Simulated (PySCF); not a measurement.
Start geometry of `[F][GeH2-]` from GFN2-xTB (Å):
```
atom  x, y, z in Å
F1     1.7123   -0.0305   -0.1918
Ge2    0.0115    0.0011    0.7430
H3    -0.8827   -1.3903   -0.2869
H4    -0.8309    1.4244   -0.2872
```

**Question.** What comes out of this run: PBE0-D3(BJ)/def2-SVP geometry optimisation, gas phase (PySCF)?

**Answer.** 
```
atom  x, y, z in Å
F1     1.5758   -0.0302   -0.1756
Ge2   -0.0553    0.0026    0.6649
H3    -0.7782   -1.1416   -0.2557
H4    -0.7321    1.1741   -0.2564
```

The energy falls by 75.5 kJ/mol over 7 energy and gradient evaluations, the largest force component goes from 0.0483 to 1.5e-04 Eh/bohr, and the atoms move by 0.210 Å rms after alignment. Among the bonds, Ge2–H3 and Ge2–H4 change most and about equally (-0.312 Å). Bonds longer at the end by more than 0.005 Å: 0 of 3; shorter: 3. Among the angles that change most is H3–Ge2–H4, from 92.5° to 90.1°. Rotational constants go from 68465, 8251, 8170 to 96635, 9338, 9307 MHz. The orientation of the end geometry is arbitrary; only internal coordinates are fixed.

The run used 56 basis functions and 45 SCF cycles in all. On x86-64 server, one thread, no GPU (shared host), this took 6.4 s.

Not checked by PBE0-D3(BJ)/def2-SVP frequencies.
